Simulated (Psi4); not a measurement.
C4NiO4, charge -1, doublet, geometry from GFN2-xTB of the parent state (such geometries of metal compounds can be far from the true shape) (a state made from the parent by changing its charge; the spin is typed, not shown lowest) (a gas-phase anion, which may not be bound at this level); CAM-B3LYP/def2-SVP run with Psi4.

Here is a job for Psi4.
```
memory 2 GB

molecule mol {
-1 2
Ni   -0.000036   -0.007737    0.019609
O     1.939237    1.490328   -1.618852
C     1.192848    0.915000   -0.991112
O     1.443173   -1.426183    2.163261
C     0.885472   -0.880792    1.342485
O    -1.421998   -1.962631   -1.668037
C    -0.875479   -1.212073   -1.019873
O    -1.947519    1.869104    1.192875
C    -1.199273    1.147447    0.744024
}

set {
  basis def2-svp
  reference uks
}

energy('cam-b3lyp')
print_variables()
```

Problem. Write the output that Psi4 gives for this input, abridged.

Solution. 
```
   => Loading Basis Set <=

    Name: DEF2-SVP
    Role: ORBITAL
    Keyword: BASIS

         ---------------------------------------------------------
                                   SCF
               by Justin Turney, Rob Parrish, Andy Simmonett
                          and Daniel G. A. Smith
                              UKS Reference
         ---------------------------------------------------------

  ==> Geometry <==

    Molecular point group: c1
    Full point group: C1

    Geometry (in Angstrom), charge = -1, multiplicity = 2:

       Center              X                  Y                   Z               Mass
    ------------   -----------------  -----------------  -----------------  -----------------
         NI          -0.001489389992    -0.000184845576     0.001070660445    57.935342410000
         O            1.937783610008     1.497880154424    -1.637390339555    15.994914619570
         C            1.191394610008     0.922552154424    -1.009650339555    12.000000000000
         O            1.441719610008    -1.418630845576     2.144722660445    15.994914619570
         C            0.884018610008    -0.873239845576     1.323946660445    12.000000000000
         O           -1.423451389992    -1.955078845576    -1.686575339555    15.994914619570
         C           -0.876932389992    -1.204520845576    -1.038411339555    12.000000000000
         O           -1.948972389992     1.876656154424     1.174336660445    15.994914619570
         C           -1.200726389992     1.154999154424     0.725485660445    12.000000000000

  Running in c1 symmetry.

  Rotational constants: A =      0.03551  B =      0.03542  C =      0.03528 [cm^-1]
  Rotational constants: A =   1064.66471  B =   1061.71889  C =   1057.56468 [MHz]
  Nuclear repulsion =  604.457369767960927

  Charge       = -1
  Multiplicity = 2
  Electrons    = 85
  Nalpha       = 43
  Nbeta        = 42

  ==> Algorithm <==

  SCF Algorithm Type is DF.
  DIIS enabled.
  MOM disabled.
  Fractional occupation disabled.
  Guess Type is SAD.
  Energy threshold   = 1.00e-06
  Density threshold  = 1.00e-06
  Integral threshold = 1.00e-12

  ==> Primary Basis <==

  Basis Set: DEF2-SVP
    Blend: DEF2-SVP
    Number of shells: 59
    Number of basis functions: 143
    Number of Cartesian functions: 156
    Spherical Harmonics?: true
    Max angular momentum: 3

  ==> DFT Potential <==

   => LibXC <=

    Version 7.1.2
    S. Lehtola, C. Steigemann, M. J. T. Oliveira, and M. A. L. Marques,  SoftwareX 7, 1–5 (2018) (10.1016/j.softx.2017.11.002)

   => Composite Functional: CAM-B3LYP <=

    CAM-B3LYP Hyb-GGA Exchange-Correlation Functional

    T. Yanai, D. P. Tew, and N. C. Handy,  Chem. Phys. Lett. 393, 51 (2004) (10.1016/j.cplett.2004.06.011)

    Deriv               =              1
    GGA                 =           TRUE
    Meta                =          FALSE

    Exchange Hybrid     =           TRUE
    MP2 Hybrid          =          FALSE

   => Exchange Functionals <=

    0.3500         Becke 88 [omega = 0.3300]
    0.4600   Short-range recipe for B88 functional - erf [omega = 0.3300]

   => Exact (HF) Exchange <=

    0.4600            HF,LR [omega = 0.3300]
    0.1900               HF

   => Correlation Functionals <=

    0.1900   Vosko, Wilk & Nusair (VWN5)
    0.8100   Lee, Yang & Parr

   => LibXC Density Thresholds  <==

    XC_HYB_GGA_XC_CAM_B3LYP:  1.00E-14

   => Molecular Quadrature <=

    Radial Scheme          =       TREUTLER
    Pruning Scheme         =           NONE
    Nuclear Scheme         =       TREUTLER

    Blocking Scheme        =         OCTREE
    BS radius alpha        =              1
    Pruning alpha          =              1
    Radial Points          =             75
    Spherical Points       =            302
    Total Points           =         194865
    Total Blocks           =           1501
    Max Points             =            256
    Max Functions          =            128
[...]
   @DF-UKS iter  57: -1961.04239520550641    1.38132e-06   1.67793e-06 DIIS
   @DF-UKS iter  58: -1961.04239479320131    4.12305e-07   1.02118e-06 DIIS
   @DF-UKS iter  59: -1961.04239241499704    2.37820e-06   1.69930e-06 DIIS
   @DF-UKS iter  60: -1961.04240579663769   -1.33816e-05   2.94862e-06 DIIS
   @DF-UKS iter  61: -1961.04240954998568   -3.75335e-06   3.16463e-06 DIIS
   @DF-UKS iter  62: -1961.04240831608399    1.23390e-06   1.64965e-06 DIIS
   @DF-UKS iter  63: -1961.04240821905728    9.70267e-08   1.48203e-06 DIIS
   @DF-UKS iter  64: -1961.04240905879624   -8.39739e-07   1.15821e-06 DIIS
   @DF-UKS iter  65: -1961.04240524523652    3.81356e-06   1.90042e-06 DIIS
   @DF-UKS iter  66: -1961.04240535396048   -1.08724e-07   1.76478e-06 DIIS
   @DF-UKS iter  67: -1961.04241048273525   -5.12877e-06   1.56870e-06 DIIS
   @DF-UKS iter  68: -1961.04241160986248   -1.12713e-06   1.23273e-06 DIIS
   @DF-UKS iter  69: -1961.04241674815285   -5.13829e-06   1.02238e-06 DIIS
   @DF-UKS iter  70: -1961.04242278610764   -6.03795e-06   3.26758e-06 DIIS
   @DF-UKS iter  71: -1961.04241884355611    3.94255e-06   9.19243e-07 DIIS
   @DF-UKS iter  72: -1961.04241868565123    1.57905e-07   9.09597e-07 DIIS
  Energy and wave function converged.

  ==> Post-Iterations <==

   Electrons on quadrature grid:
      Nalpha   =   43.0000004086 ; deviation = 4.086e-07
      Nbeta    =   42.0000017515 ; deviation = 1.752e-06
      Ntotal   =   85.0000021601 ; deviation = 2.160e-06

   @Spin Contamination Metric:   1.113445886E-02
   @S^2 Expected:                7.500000000E-01
   @S^2 Observed:                7.611344589E-01
   @S   Expected:                5.000000000E-01
   @S   Observed:                5.000000000E-01

    Orbital Energies [Eh]
    ---------------------

    Alpha Occupied:

[...]
      43A      0.073899

    Alpha Virtual:

[...]
     143A      5.910735

    Beta Occupied:

[...]
    Beta Virtual:

[...]
    Final Occupation by Irrep:
              A
    DOCC [    42 ]
    SOCC [     1 ]
    NA   [    43 ]
    NB   [    42 ]

  @DF-UKS Final Energy: -1961.04241868565123

   => Energetics <=

    Nuclear Repulsion Energy =            604.4573697679609268
    One-Electron Energy =               -3933.1420273884482413
    Two-Electron Energy =                1458.1401534043486663
    DFT Exchange-Correlation Energy =     -90.4979144695127218
    Empirical Dispersion Energy =           0.0000000000000000
    VV10 Nonlocal Energy =                  0.0000000000000000
    Total Energy =                      -1961.0424186856512279

  UHF NO Occupations:
  HONO-2 :   41  A 1.9986580
  HONO-1 :   42  A 1.9975829
  HONO-0 :   43  A 1.0000000
  LUNO+0 :   44  A 0.0024171
  LUNO+1 :   45  A 0.0013420
  LUNO+2 :   46  A 0.0010645
  LUNO+3 :   47  A 0.0002300

Computation Completed

Properties will be evaluated at   0.000000,   0.000000,   0.000000 [a0]

Properties computed using the SCF density matrix

 Multipole Moments:

 ------------------------------------------------------------------------------------
     Multipole            Electronic (a.u.)      Nuclear  (a.u.)        Total (a.u.)
 ------------------------------------------------------------------------------------

 L = 1.  Multiply by 2.5417464519 to convert [e a0] to [Debye]
 Dipole X            :         -0.1393249            0.0027576           -0.1365673
 Dipole Y            :          0.1047093            0.0003420            0.1050513
 Dipole Z            :          0.2704941           -0.0019814            0.2685127
 Magnitude           :                                                    0.3190384

 ------------------------------------------------------------------------------------

  Variable Map:
  ----------------------------------------------------------------------------
[...]
  Array Variable Map:
  ----------------------------------------------------------------------------
[...]
[...]
```
